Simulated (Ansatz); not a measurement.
Ansatz (a first-principles code) input (RI-MP2/aug-cc-pV(T+d)Z):
A basis named .json is the Basis Set Exchange file of that set.

Ansatz 0.2 input:
```yaml
crystal:
  periodic: [false, false, false]
  atoms:
    - {symbol: C, position_ang: [1.15986354, -0.62119031, -1.08798864]}
    - {symbol: C, position_ang: [-0.03007364, -0.33227676, -0.18999581]}
    - {symbol: C, position_ang: [-1.35226523, -0.48993365, -0.91990429]}
    - {symbol: F, position_ang: [-0.01185908, -1.31557785, 0.85008994]}
    - {symbol: Si, position_ang: [0.11810173, 1.34592791, 0.71407442]}
    - {symbol: H, position_ang: [2.09461085, -0.57888792, -0.52816558]}
    - {symbol: H, position_ang: [1.06469614, -1.61758529, -1.52655696]}
    - {symbol: H, position_ang: [1.21091142, 0.10742148, -1.89950398]}
    - {symbol: H, position_ang: [-1.42010487, -1.48775648, -1.36030109]}
    - {symbol: H, position_ang: [-2.19486844, -0.35476616, -0.24116025]}
    - {symbol: H, position_ang: [-1.43480719, 0.24565810, -1.72248124]}
    - {symbol: H, position_ang: [0.10833176, 2.44105745, -0.28712797]}
    - {symbol: H, position_ang: [-1.02947117, 1.51441443, 1.63329335]}
    - {symbol: H, position_ang: [1.38886101, 1.38805856, 1.47148484]}
basis:
  gaussian:
    orbitals: aug-cc-pV_T+d_Z.json
    fitting: {mean_field: def2-universal-jkfit, correlation: aug-cc-pVTZ-RIFIT.json}
total_charge: 1
magnetization: {spin_polarized: true, initial_magnetization: 1}
correlation: {method: mp2, electrons: outside_noble_gas}
```

Output:

```
Functional definition: HF
integrals: 1.01 GiB planned
592 factors; integrals over basis functions are off by at most 1.1e0 eV
0.99 GiB of device memory are held for the factors and their scratch space
mean field: 2.07 GiB planned
mean field evaluation 1: about -13783.2001 eV, gradient 4.3e1 eV
mean field evaluation 2: about -13788.0870 eV, gradient 3.1e1 eV
mean field evaluation 4: about -13792.4359 eV, gradient 2.1e0 eV
mean field evaluation 8: about -13792.6925 eV, gradient 3.2e-1 eV
mean field evaluation 16: about -13792.6987 eV, gradient 5.8e-4 eV
mean field evaluation 32: about -13791.3349 eV, gradient 5.2e0 eV
mean field evaluation 64: about -13792.6987 eV, gradient 9.2e-5 eV
mean field -13794.64317868 eV, -506.9437864714 hartree, gradient 1.2e-6 eV, S^2 0.760194; 5 other end points of the search recorded, 0 dependent functions left out
9 core orbitals not correlated
985 factors; their error is unknown
reference -13794.64317868 eV, -506.9437864714 hartree; 16, 15 occupied and 421, 422 virtual orbitals, 985 factors
second order -24.47711828 eV of doubles, -0.00000000 eV of singles
Total energy: -13819.12029696 eV, -507.8433039772 hartree
```

This state (charge 1, doublet) is run at the relaxed geometry of the species with charge 0 and multiplicity 1.
